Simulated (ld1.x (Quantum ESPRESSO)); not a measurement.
What the settings do to the RRKJ potential of S

Base potential:

```
Element                 : S
Generator               : ld1.x (Quantum ESPRESSO) 7.5
Type                    : norm-conserving RRKJ (Kleinman–Bylander form)
Functional              : PBE
Relativity              : scalar-relativistic
Frozen core             : [Ne]
Valence charge          : 6
Reference configuration : 3s2 3p4
Partial waves           : 3s (bound): rc 1.40 bohr; 3p (bound): rc 1.45 bohr
Local potential         : the p channel
Core correction         : a·sin(br)/r model core inside 1.05 bohr
rho0                    : 0.02
```

Cutoffs, loose and tight: the cutoffs (Ry, on a coarse ladder) from which the occupation-weighted sum of valence levels, in a spherical-Bessel basis at the reference potential, stays within 10 and 1 mRy of its value at 400 Ry. They do not see the model core or the augmentation charge, which bear on the density cutoff. Test errors are all-electron minus pseudo excitation energies from the reference, over the configurations 3s2 3p3; 3s2 3p2; 3s2 3p1; 3s2 3p0; 3s1 3p4; 3s2 3p3.5; 3s0 3p6. A dash means not determined; rows that change the core or the reference have their own tests.

| change | outcome | cutoff, loose | cutoff, tight | bound ghosts | largest test error (meV) |
| --- | --- | --- | --- | --- | --- |
| base | generated | 55 Ry | 80 Ry | none | +151 |
| all radii but the core radius scaled by about 0.74 (s 1.04, p 1.08 bohr) | failed: compute_chi: n is too large | – | – | – | – |
| all radii but the core radius scaled by about 0.90 (s 1.26, p 1.30 bohr) | generated | 55 Ry | 100 Ry | none | +148 |
| all radii but the core radius scaled by about 0.95 (s 1.34, p 1.38 bohr) | generated | 55 Ry | 90 Ry | none | +148 |
| all radii but the core radius scaled by about 1.12 (s 1.56, p 1.62 bohr) | generated | 50 Ry | 70 Ry | none | +155 |
| all radii but the core radius scaled by about 1.19 (s 1.66, p 1.72 bohr) | generated | 40 Ry | 60 Ry | none | +155 |
| all radii but the core radius scaled by about 1.23 (s 1.72, p 1.78 bohr) | generated | 30 Ry | 55 Ry | none | +163 |
| all radii but the core radius scaled by about 1.33 (s 1.86, p 1.94 bohr) | generated | 21 Ry | 45 Ry | none | +169 |
| all radii but the core radius scaled by about 1.40 (s 1.96, p 2.02 bohr) | generated | 21 Ry | 35 Ry | none | +171 |

Task: What comes out with this change to the base: all radii but the core radius scaled by about 0.83 (s 1.16, p 1.20 bohr)?

Result: outcome: generated; cutoff, loose: 70 Ry; cutoff, tight: 140 Ry; bound ghosts: none; largest test error (meV): +152.

Reading the sweep of the scale of all radii but the core radius (base = 1) (base included, trends over the rows without a ghost): The loose cutoff falls from 70 Ry at 0.83 to 21 Ry at 1.4. A larger radius leaves more room for a smooth pseudo-wave, so fewer plane waves are needed; a smaller one forces it to follow the all-electron wave where it bends sharply. The median size of the test errors (rows with all tests solved) is not monotonic: lowest 3.8 meV at 1.23, highest 12.0 meV at 1.4. The generation fails at 0.74.
